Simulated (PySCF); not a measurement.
**Polarisability and C₆ of As²⁺ (arsenic, charge +2)**

[Ar] 3d10 4s2 4p1, 2P determinant. Calculation: PySCF 2.14, in def2-QZVPPD; the non-relativistic Hamiltonian (point nucleus). Coupled (time-dependent) response in atomic units; α is the mean over directions.

```tsv
method	mean α (bohr³)	α xx, yy, zz	C₆ (like pair)	S(−4)
PBEsol	10.48	10.43, 10.58, 10.43	46.41	38.92
```

S(−4) is the Cauchy moment in α(ω) = α(0) + S(−4) ω² + …

Spin-orbit coupling is absent.

α(iu) at PBEsol:

| u (hartree) | α(iu) (bohr³) |
| --- | --- |
| 0 | 10.48 |
| 0.0500 | 10.38 |
| 0.100 | 10.10 |
| 0.200 | 9.139 |
| 0.300 | 7.912 |
| 0.500 | 5.626 |
| 0.750 | 3.726 |
| 1.00 | 2.629 |
| 1.50 | 1.554 |
| 2.00 | 1.069 |
| 3.00 | 0.6373 |
| 5.00 | 0.3327 |

A single London oscillator, α(iu) = α/(1 + u²/ω²), gives C₆ = (3/4) ω α². Matching the computed C₆ needs ω = 4 × 46.41 / (3 × 10.48²) = 0.563 hartree.

For an ion, C₆ is the dispersion term alone; charge-induced terms of lower order in 1/R come first.

The components differ because the open shell of this determinant is not spherical; for a pure term their mean is the scalar polarisability.
